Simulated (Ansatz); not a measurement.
Ansatz (a program for electronic structure) input for B(Cl)(OH)(OMe) (CH4BClO2), SMILES COB(O)Cl, PBE/def2-SVPD. Geometry optimised at PBE0-D3(BJ)/def2-SVP. Other conformers were not sampled.

Ansatz 0.2 input:
```yaml
crystal:
  periodic: [false, false, false]
  atoms:
    - {symbol: B, position_ang: [0.07649655, 0.18693841, 0.06299426]}
    - {symbol: Cl, position_ang: [-0.20365503, -0.34308010, 1.73842443]}
    - {symbol: O, position_ang: [0.59888030, 1.41156998, -0.18819041]}
    - {symbol: H, position_ang: [0.77757177, 1.91094819, 0.61392789]}
    - {symbol: O, position_ang: [-0.24850686, -0.66610851, -0.91869032]}
    - {symbol: C, position_ang: [-0.06980962, -0.35377779, -2.27989742]}
    - {symbol: H, position_ang: [0.64819878, -1.06074684, -2.72315145]}
    - {symbol: H, position_ang: [-1.03184908, -0.46544365, -2.80239294]}
    - {symbol: H, position_ang: [0.30160140, 0.67188707, -2.42213990]}
basis:
  gaussian:
    orbitals: def2-SVPD
hamiltonian:
  xc: {name: PBE}
```

It prints:

```
WARN ansatz: RAYON_NUM_THREADS=1 ignored (pool sized by the plan → 1); use --threads N
Functional definition: PBE
integrals: 0.08 GiB planned
1230 factors; their error is unknown
mean field: 0.51 GiB planned
mean field evaluation 1: about -18369.2957 eV, gradient 7.3e1 eV
mean field evaluation 2: about -18334.0349 eV, gradient 1.5e2 eV
mean field evaluation 4: about -18379.3001 eV, gradient 8.8e0 eV
mean field evaluation 8: about -18379.4599 eV, gradient 2.5e-1 eV
mean field evaluation 16: about -18379.4081 eV, gradient 2.3e-4 eV
mean field -18379.40809418 eV, -675.4307894508 hartree, gradient 2.1e-5 eV, S^2 0.000000; 0 other end points of the search recorded, 0 dependent functions left out
reference -18379.40814115 eV, -675.4307911769 hartree; 24, 24 occupied and 121, 121 virtual orbitals, 1230 factors
Total energy: -18379.40814115 eV, -675.4307911769 hartree
```

Self-consistency was reached.

Cost: roughly 2.8 core-seconds.
